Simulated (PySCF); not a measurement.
GeF4, SMILES [F][Ge]([F])([F])[F].

Geometry: TPSSh-D3(BJ)/def2-SVP. The isomer is the one that the SMILES or the coordinates give; other isomers of the formula were not compared.

Level of theory: CAM-B3LYP/def2-TZVP in PySCF.

Symmetry labels are those of the subgroup D2 that the program uses (full group Td).

Computed valence orbital energies around the gap with their symmetry:
| orbital | symmetry | energy (eV) |
|---|---|---|
| HOMO−7 | A | -14.94 |
| HOMO−6 | A | -14.94 |
| HOMO−5 | B1 | -14.66 |
| HOMO−4 | B2 | -14.66 |
| HOMO−3 | B3 | -14.66 |
| HOMO−2 | B1 | -14.28 |
| HOMO−1 | B2 | -14.28 |
| HOMO | B3 | -14.28 |
| LUMO | A | -1.00 |
| LUMO+1 | B1 | 2.53 |
| LUMO+2 | B2 | 2.53 |
| LUMO+3 | B3 | 2.53 |
